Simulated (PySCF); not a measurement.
A small calculation by hand: dipole moment from atomic charges

TaBr3, SMILES [Br][Ta]([Br])[Br] (connectivity only; charge and spin as stated), neutral, multiplicity 3. Atoms are numbered in the order given.

```xyz
4

Ta     0.0000     0.0000    -0.0808
Br     0.0000     0.0000    -2.5039
Br     0.0000    -1.9917     1.3362
Br     0.0000     1.9917     1.3362
```
Charge 0, spin multiplicity 3.

Geometry: PBE0-D3(BJ)/def2-SVP. The multiplicity is an assumed one; other spin states were not compared. The def2 effective core potentials stand for the cores of Ta; spin–orbit coupling is left out.

Charges (e) from PBE/def2-TZVP in PySCF:

```tsv
atom	Mulliken	ESP fit
Ta1	0.767	0.162
Br2	-0.240	-0.005
Br3	-0.264	-0.079
Br4	-0.264	-0.079
```

The dipole moment of the full density is 0.97 D.

**Question.** What dipole moment does each set of point charges give, and which comes closer to that of the density?

**Answer.** 
μ = Σ q r, and 1 e Å = 4.8032 D.
Mulliken: Σ q r = (0.000, 0.000, -0.167) e Å, |μ| = 0.80 D.
ESP fit: Σ q r = (0.000, 0.000, -0.212) e Å, |μ| = 1.02 D.
ESP fit comes closer in size. Point charges leave out the atoms' own dipoles (lone pairs, polarised bonds); fits to the potential absorb them, partitions of the density don't.
